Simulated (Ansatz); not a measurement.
Cl$_{4}$SW, triplet, at a GFN2-xTB geometry (such geometries of metal compounds can be far from the true shape) (the multiplicity is a formal guess) (core potentials on W); HF/def2-SV(P) run with Ansatz (a first-principles code).

Here is a job for Ansatz.
Ansatz 0.2 input:
```yaml
crystal:
  periodic: [false, false, false]
  atoms:
    - {symbol: W, position_ang: [0.00037218, -0.00016050, 0.00039474]}
    - {symbol: S, position_ang: [1.59769516, -0.68898674, 1.69456177]}
    - {symbol: Cl, position_ang: [-1.52008681, 0.65551908, -1.61224811]}
    - {symbol: Cl, position_ang: [0.33502183, 2.12108283, 0.55724884]}
    - {symbol: Cl, position_ang: [1.25839237, -0.94869325, -1.56146984]}
    - {symbol: Cl, position_ang: [-1.57866055, -1.17875192, 1.01986914]}
basis:
  gaussian:
    orbitals: def2-SV_P_.json
hamiltonian:
  xc: hf
magnetization: {spin_polarized: false, initial_magnetization: 2}
```
The basis file holds def2-SV(P) in the JSON format of the Basis Set Exchange.

### Question
Predict the main parts of the log of this Ansatz run.

### Answer

```
Functional definition: HF
1129 factors; integrals over basis functions are off by at most 2.5e-4 eV
mean field evaluation 1: about -62615.6314 eV, gradient 4.2e1 eV
mean field evaluation 2: about -62615.6808 eV, gradient 4.3e1 eV
mean field evaluation 4: about -62620.2712 eV, gradient 1.5e1 eV
mean field evaluation 8: about -62621.2680 eV, gradient 3.8e-1 eV
mean field evaluation 16: about -62621.2689 eV, gradient 2.1e-1 eV
mean field evaluation 32: about -62621.2693 eV, gradient 3.7e-5 eV
mean field evaluation 64: about -62536.2861 eV, gradient 6.5e2 eV
mean field evaluation 96: about -62618.2856 eV, gradient 2.2e0 eV
mean field evaluation 128: about -62621.2686 eV, gradient 4.1e-1 eV
mean field evaluation 160: about -62621.2693 eV, gradient 4.3e-4 eV
mean field evaluation 192: about -62621.1201 eV, gradient 4.0e-1 eV
mean field evaluation 224: about -62620.4419 eV, gradient 3.7e0 eV
mean field evaluation 256: about -62619.9301 eV, gradient 9.9e-1 eV
mean field evaluation 288: about -62613.2771 eV, gradient 3.6e1 eV
mean field evaluation 320: about -62618.4767 eV, gradient 1.4e1 eV
mean field evaluation 352: about -62618.8358 eV, gradient 9.8e0 eV
mean field evaluation 384: about -62618.0987 eV, gradient 1.1e1 eV
mean field evaluation 416: about -62618.6781 eV, gradient 9.0e0 eV
mean field evaluation 448: about -62621.0283 eV, gradient 1.8e0 eV
mean field evaluation 480: about -62619.8063 eV, gradient 1.2e0 eV
mean field evaluation 512: about -62621.2693 eV, gradient 9.9e-3 eV
mean field evaluation 544: about -62621.2410 eV, gradient 1.1e0 eV
mean field evaluation 576: about -62614.1484 eV, gradient 1.1e1 eV
mean field -62621.26929033 eV, -2301.2892001988 hartree, gradient 5.2e-6 eV, S^2 2.000000; 13 other end points of the search recorded, 0 dependent functions left out
reference -62621.26929033 eV, -2301.2892001988 hartree; 50, 48 occupied and 65, 67 virtual orbitals, 1129 factors
Total energy: -62621.26929033 eV, -2301.2892001988 hartree
```
